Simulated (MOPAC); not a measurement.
MOPAC input (PM7):

```
PM7 PRECISE GNORM=0.05 LET XYZ UHF MS=0.5 GEO-OK AUX(PRECISION=9) THREADS=1
H7N2Si2

N    -2.16592800 1    1.00684300 1    0.42265000 1
Si   -1.18502100 1   -0.23846600 1   -0.23961100 1
N     0.37986200 1   -0.09546500 1    0.49204600 1
Si    1.95555200 1   -0.32900200 1   -0.19241200 1
H    -3.17045400 1    0.95660400 1    0.43268600 1
H    -1.81832900 1    1.93301500 1    0.62248700 1
H    -0.91174800 1   -0.16128200 1   -1.71053200 1
H     0.35361200 1   -0.00133100 1    1.50034200 1
H     2.88754100 1    0.70421000 1    0.32319000 1
H     1.83525500 1   -0.21273300 1   -1.66074500 1
H     2.53915000 1   -1.65358300 1    0.13802900 1
```

From the output:

```
                                                       MOPAC v23.2.5 Linux

          FINAL HEAT OF FORMATION =        -26.30569 KCAL/MOL =    -110.06300 KJ/MOL

          COSMO AREA              =        141.36 SQUARE ANGSTROMS
          COSMO VOLUME            =        134.94 CUBIC ANGSTROMS

          GRADIENT NORM           =          0.03934          =       0.01186 PER ATOM
          IONIZATION POTENTIAL    =          7.969080 EV
          ALPHA SOMO LUMO (EV)    =         -7.969  0.956
          BETA  SOMO LUMO (EV)    =         -9.449 -0.535
          NO. OF ALPHA ELECTRONS  =         13
          NO. OF BETA  ELECTRONS  =         12
          MOLECULAR WEIGHT        =         91.2397         POINT GROUP:  C1

          MOLECULAR DIMENSIONS (Angstroms)

            Atom       Atom       Distance
            H    11    H     5     6.54070
            H     7    H     9     3.74536
            H     8    H    10     3.31025

          SCF CALCULATIONS        =         74

   ATOM   CHEMICAL          X               Y               Z
  NUMBER   SYMBOL      (ANGSTROMS)     (ANGSTROMS)     (ANGSTROMS)

     1       N         -2.15015513  *   1.17453524  *   0.34187528  *
     2      Si         -1.16286319  *  -0.10506226  *  -0.27491539  *
     3       N          0.37688300  *  -0.43558564  *   0.47447275  *
     4      Si          2.02132197  *  -0.24531404  *  -0.18824883  *
     5       H         -3.11206675  *   1.32956086  *   0.09287583  *
     6       H         -1.85260546  *   1.78879520  *   1.08196811  *
     7       H         -1.68776931  *  -0.83617250  *  -1.39625213  *
     8       H          0.33667397  *  -0.61849106  *   1.49669146  *
     9       H          2.62676784  *   1.02657377  *   0.19915777  *
    10       H          2.02351786  *  -0.32227277  *  -1.64374094  *
    11       H          2.86866505  *  -1.30628126  *   0.34577117  *

                             CARTESIAN COORDINATES

   1    N       -2.150155129     1.174535241     0.341875281
   2   Si       -1.162863195    -0.105062264    -0.274915388
   3    N        0.376883001    -0.435585643     0.474472755
   4   Si        2.021321966    -0.245314042    -0.188248827
   5    H       -3.112066747     1.329560856     0.092875830
   6    H       -1.852605460     1.788795204     1.081968108
   7    H       -1.687769307    -0.836172502    -1.396252135
   8    H        0.336673973    -0.618491057     1.496691456
   9    H        2.626767840     1.026573772     0.199157774
  10    H        2.023517863    -0.322272772    -1.643740936
  11    H        2.868665049    -1.306281261     0.345771166

           Empirical Formula: H7 N2 Si2  =    11 atoms

      MOLECULAR POINT GROUP   :   C1

          ALPHA EIGENVALUES
 -36.10341 -34.82540 -17.93689 -16.91033 -15.93111 -15.47206 -13.74946 -13.27060
 -12.83158 -12.24578 -11.41184  -9.90956  -7.96908   0.95644   1.89024   2.61019
   2.74687   3.46911   5.01745   6.18468   6.99379   7.53250   8.35543  21.25449
  21.52098  21.64332  22.22463  22.39796  22.53342  23.17878  23.42911  23.93026
  24.16064

           BETA EIGENVALUES
 -35.65643 -34.60249 -17.90816 -16.76281 -15.77183 -15.31613 -13.59701 -13.24390
 -12.80232 -12.23175 -10.04191  -9.44926  -0.53534   1.02997   2.06680   2.61976
   2.76678   3.48506   5.18463   6.26219   7.09800   7.86439   8.46945  21.33874
  21.57181  21.75610  22.34828  22.44992  22.68145  23.24087  23.49975  23.98146
  24.21983

              NET ATOMIC CHARGES AND DIPOLE CONTRIBUTIONS

  ATOM NO.   TYPE          CHARGE      No. of ELECS.   s-Pop       p-Pop       d-Pop
    1          N          -0.667965        5.6680     1.52248     4.14549
    2         Si           0.185298        3.8147     0.73868     2.84955     0.22647
    3          N          -0.750185        5.7502     1.54558     4.20460
    4         Si           0.157555        3.8424     0.89645     2.77139     0.17460
    5          H           0.290941        0.7091     0.70906
    6          H           0.284042        0.7160     0.71596
    7          H           0.083340        0.9167     0.91666
    8          H           0.296354        0.7036     0.70365
    9          H           0.030630        0.9694     0.96937
   10          H           0.049962        0.9500     0.95004
   11          H           0.040029        0.9600     0.95997
 DIPOLE           X         Y         Z       TOTAL
 POINT-CHG.     0.386     0.428    -0.315     0.657
 HYBRID        -0.687     0.838     1.760     2.067
 SUM           -0.301     1.266     1.445     1.945

          ATOMIC ORBITAL ELECTRON POPULATIONS

     Atom    s        px        py        pz      x^2-y^2     xz        z^2       yz        xy
    1  N   1.52248   1.26012   1.42681   1.45856
    2 Si   0.73868   0.78790   0.96062   1.10103   0.04846   0.04747   0.03441   0.03509   0.06103
    3  N   1.54558   1.23742   1.73909   1.22810
    4 Si   0.89645   0.70324   1.05201   1.01614   0.03005   0.03074   0.04433   0.00991   0.05957
    5  H   0.70906
    6  H   0.71596
    7  H   0.91666
    8  H   0.70365
    9  H   0.96937
   10  H   0.95004
   11  H   0.95997

                    (SZ)    =    0.500000
                    (S**2)  =    0.751814

          ATOMIC ORBITAL SPIN POPULATIONS

    Atom   Total    s     px     py     pz   x^2-y^2  xz     z^2    yz     xy
         Atomic
    1  N  0.2808  0.011  0.031  0.122  0.117
    2 Si  0.7083  0.018  0.142  0.262  0.288 -0.001 -0.000  0.001 -0.001  0.000
    3  N  0.0357  0.001 -0.003  0.038 -0.001
    4 Si  0.0064  0.001  0.006 -0.000 -0.000 -0.000  0.000  0.000  0.000  0.000
    5  H -0.0121 -0.012
    6  H -0.0115 -0.012
    7  H -0.0169 -0.017
    8  H  0.0071  0.007
    9  H -0.0001 -0.000
   10  H  0.0013  0.001
   11  H  0.0011  0.001

 **********************
 *                    *
 * JOB ENDED NORMALLY *
 *                    *
 **********************

 == MOPAC DONE ==
```

The geometry given is a B3LYP-D3(BJ)/def2-TZVP minimum.
